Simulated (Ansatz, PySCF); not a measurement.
Spin states of CrO3 (SMILES [O]=[Cr](=[O])=[O]), each relaxed with B3LYP-D3(BJ)/def2-TZVP.
State 1 (charge 0, multiplicity 1):
```xyz
4

Cr     0.1322    -0.0998    -0.1868
O     -1.1087    -1.0669    -0.0869
O     -0.1482     1.2958    -0.8644
O      1.0669    -0.0622     1.0821
```
State 2 (charge 0, multiplicity 5):
```xyz
4

Cr     0.054     0.009     0.047
O     -1.210    -1.274    -0.142
O     -0.103     1.452    -1.037
O      1.201    -0.119     1.075
```

Singlets are restricted, other states unrestricted; no spin–orbit coupling, no relativity up to Kr; see below for the cores. The largest T1 diagnostic is 0.053.

Run with Ansatz (Gaussian orbitals); PySCF for the dispersion terms. Each number belongs to the level named beside it.

Problem. What energy of the multiplicity-5 state less that of the multiplicity-1 state does CAM-B3LYP-D3(BJ)/def2-TZVPP give?

Solution. 213 kJ/mol

Problem. What energy of the multiplicity-5 state less that of the multiplicity-1 state does PBE-D4/def2-TZVPP give?

Solution. 381 kJ/mol

Problem. What energy of the multiplicity-5 state less that of the multiplicity-1 state does BHLYP/def2-TZVPP give?

Solution. 36 kJ/mol

Ansatz is an electronic-structure program.
